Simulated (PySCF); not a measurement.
CH$_{6}$Si$_{3}$, SMILES `[SiH]1=C[SiH2][SiH2]1`, neutral singlet in the gas phase. 

Cartesian coordinates (Å):
```xyz
10

C     -1.3020     0.5979     0.4069
Si    -0.2364     1.3639    -0.7109
Si     1.3661    -0.2962    -0.6342
Si    -0.3706    -0.9528     0.8182
H     -2.2676     0.9063     0.7928
H     -0.4512     2.6704    -1.3989
H      1.5874    -1.0588    -1.8918
H      2.6851     0.0851    -0.0624
H      0.0380    -1.0913     2.2462
H     -1.0490    -2.2245     0.4341
```
Charge 0, spin multiplicity 1.

All levels are single points at this geometry (PBE0-D3(BJ)/def2-TZVP); Pople sets use spherical d functions. Orbital energies aren't observables, and empty levels follow the basis.

HF/3-21G in PySCF gives HOMO (eV) = -8.73.

Problem. Estimate the HOMO (eV) from each of these levels: PBE0-D3(BJ)/def2-TZVP in PySCF; B3LYP/6-311+G** in PySCF; M06-2X/6-31G* in PySCF; SVWN5/6-31G* in PySCF; HF/STO-3G in PySCF.

Solution. 
```csv
level,HOMO (eV)
PBE0-D3(BJ)/def2-TZVP in PySCF,-6.90
B3LYP/6-311+G** in PySCF,-6.64
M06-2X/6-31G* in PySCF,-7.72
SVWN5/6-31G* in PySCF,-5.92
HF/STO-3G in PySCF,-5.20
```
